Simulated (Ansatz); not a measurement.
Potential energy curve for Al(Me)2(OSiOH3), C2H9AlO4Si, SMILES [CH3][Al]([CH3])[O][Si](O)(O)O. The Al1–C14 bond (Al1 also carries C, O; C14 carries H, H, H) is stretched with both fragments frozen at the PBE0/def2-SVP optimised geometry.

- RKS-PBE = Ansatz (a first-principles code) with restricted PBE/def2-SVP
- UKS-PBE = unrestricted PBE/def2-SVP (Ansatz)
- RKS-PBE0 = restricted PBE0/def2-SVP run with Ansatz
- UKS-PBE0 = unrestricted PBE0/def2-SVP run with Ansatz

Energies relative to the lowest point of each curve near equilibrium, in kcal/mol; the last columns give the difference from UKS-PBE0:

```csv
R / Å,RKS-PBE,UKS-PBE,RKS-PBE0,UKS-PBE0,RKS-PBE − UKS-PBE0,UKS-PBE − UKS-PBE0,RKS-PBE0 − UKS-PBE0
1.60,37.6,37.6,36.8,36.8,0.9,0.9,0.0
1.70,16.7,16.7,15.9,15.9,0.7,0.7,0.0
1.83,3.4,3.4,3.0,3.0,0.4,0.4,0.0
1.91,0.4,0.4,0.3,0.3,0.2,0.2,0.0
1.95,0.0,0.0,0.0,0.0,0.0,0.0,0.0
2.00,0.2,0.2,0.4,0.4,-0.2,-0.2,0.0
2.07,1.6,1.6,2.1,2.1,-0.5,-0.5,0.0
2.23,8.1,8.1,9.4,9.4,-1.3,-1.3,0.0
2.38,16.5,16.5,18.7,18.7,-2.1,-2.1,0.0
2.60,30.1,30.1,33.6,33.6,-3.4,-3.4,0.0
2.82,43.5,43.5,48.3,48.3,-4.8,-4.8,0.0
3.23,65.0,65.0,72.4,72.2,-7.1,-7.1,0.3
3.57,79.0,78.5,88.5,83.2,-4.3,-4.7,5.2
4.13,95.1,88.6,107.9,90.5,4.6,-1.9,17.3
4.74,105.6,92.1,121.3,92.8,12.8,-0.7,28.5
5.71,113.4,93.4,132.4,93.5,19.9,-0.2,38.9
```

RKS-PBE is furthest from UKS-PBE0 at 5.71 (19.9 kcal/mol, above); its mean absolute difference over the points is 3.9 kcal/mol.

UKS-PBE is furthest from UKS-PBE0 at 3.23 (-7.1 kcal/mol, below); its mean absolute difference over the points is 1.8 kcal/mol.

RKS-PBE0 is furthest from UKS-PBE0 at 5.71 (38.9 kcal/mol, above); its mean absolute difference over the points is 5.6 kcal/mol.

The restricted form behind RKS-PBE, RKS-PBE0 keeps the bonding electrons paired and can't separate into open-shell fragments. The unrestricted determinant behind UKS-PBE is spin-contaminated at 3.57 to 5.71 Å (<S²> up to 1.0, against 0.00 for a pure singlet). The unrestricted determinant behind UKS-PBE0 is spin-contaminated at 3.23 to 5.71 Å (<S²> up to 1.0, against 0.00 for a pure singlet).
